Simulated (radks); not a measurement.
Values are calculated unless marked as measured or tabulated.
All-electron atom: N2+ in [He] 2s2 2p1 (the NIST ground configuration).

Level of theory: scalar-relativistic Kohn-Sham, r2SCAN, spin-polarised, spherical densities, finite nucleus; open shells are filled with parallel spins first; meta-GGA in the generalised Kohn-Sham scheme; Fermi nuclear charge, rms radius 2.5582 fm (a radial shooting solver on a logarithmic mesh with Libxc functionals).

Energy parts (eV):
total: -1440.334
kinetic: 1438.871
electron-nucleus: -3221.779
Hartree: 499.218
exchange-correlation: -156.645

Orbitals (lengths in bohr, moments of r in powers of bohr; r(90%) holds 90 % of the orbital's charge):
[
 {"orbital": "1s up", "occ.": "1", "eigenvalue (eV)": "-429.0407", "r(90%)": "0.410", "<1/r>": "6.650", "<r^4>": "0.01328", "<r^2>": "0.07096"},
 {"orbital": "1s down", "occ.": "1", "eigenvalue (eV)": "-428.0050", "r(90%)": "0.409", "<1/r>": "6.664", "<r^4>": "0.01303", "<r^2>": "0.07041"},
 {"orbital": "2s up", "occ.": "1", "eigenvalue (eV)": "-51.3210", "r(90%)": "1.81", "<1/r>": "1.243", "<r^4>": "4.494", "<r^2>": "1.596"},
 {"orbital": "2s down", "occ.": "1", "eigenvalue (eV)": "-48.1400", "r(90%)": "1.85", "<1/r>": "1.212", "<r^4>": "4.914", "<r^2>": "1.663"},
 {"orbital": "2p up", "occ.": "1", "eigenvalue (eV)": "-38.5843", "r(90%)": "1.86", "<1/r>": "1.144", "<r^4>": "5.041", "<r^2>": "1.574"},
 {"orbital": "2p down", "occ.": "0", "eigenvalue (eV)": "-35.4056", "r(90%)": "1.92", "<1/r>": "1.114", "<r^4>": "5.701", "<r^2>": "1.675"}
]

The highest occupied level is 2p up at -38.584 eV. The density falls to 0.001 e/bohr^3 at r = 2.67 bohr.
